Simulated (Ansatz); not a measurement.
A run for Ansatz (an electronic-structure program): R-B3LYP/def2-TZVPPD on HBr (SMILES Br) with ghost functions, monomers drawn apart or pushed together. Files ending in .json are basis or fitting sets from the Basis Set Exchange.

Ansatz 0.2 input:
```yaml
crystal:
  periodic: [false, false, false]
  atoms:
    - {symbol: Br, position_ang: [0.03243037, -0.51727346, 5.34798947]}
    - {symbol: H, position_ang: [0.03536491, -0.27129245, 3.93994536]}
basis:
  gaussian:
    orbitals: def2-TZVPPD.json
    ghost_atoms:
      - {symbol: C, position_ang: [0.04178921, 0.29991577, 0.66764628]}
      - {symbol: O, position_ang: [0.04410533, 0.49336441, -0.43862246]}
hamiltonian:
  xc: {name: B3LYP}
scf: {lower_state_search: off}
```

Program output:

```
WARN ansatz: RAYON_NUM_THREADS=1 ignored (pool sized by the plan → 1); use --threads N
Functional definition: B3LYP
these checks for a lower state are left out or cut short: stability, starts, cluster_reference, orbital_swaps, neighbouring_geometries, increment
integrals: 0.05 GiB planned
853 factors; their error is unknown
mean field: 0.48 GiB planned
mean field evaluation 1: about -70063.2422 eV, gradient 7.6e0 eV
mean field evaluation 2: about -70063.3119 eV, gradient 4.3e0 eV
mean field evaluation 4: about -70063.3659 eV, gradient 1.1e-1 eV
mean field evaluation 8: about -70063.6219 eV, gradient 3.4e-1 eV
mean field -70063.62197213 eV, -2574.7906166471 hartree, gradient 4.0e-6 eV, S^2 0.000000; 0 other end points of the search recorded, 0 dependent functions left out
reference -70063.62216077 eV, -2574.7906235797 hartree; 18, 18 occupied and 133, 133 virtual orbitals, 853 factors
Total energy: -70063.62216077 eV, -2574.7906235797 hartree
Checks for a lower state left out: stability, starts, cluster_reference, orbital_swaps, neighbouring_geometries, increment
```

The calculation finished and met its thresholds.

Cost: about 0.9 core-seconds (a rough figure).
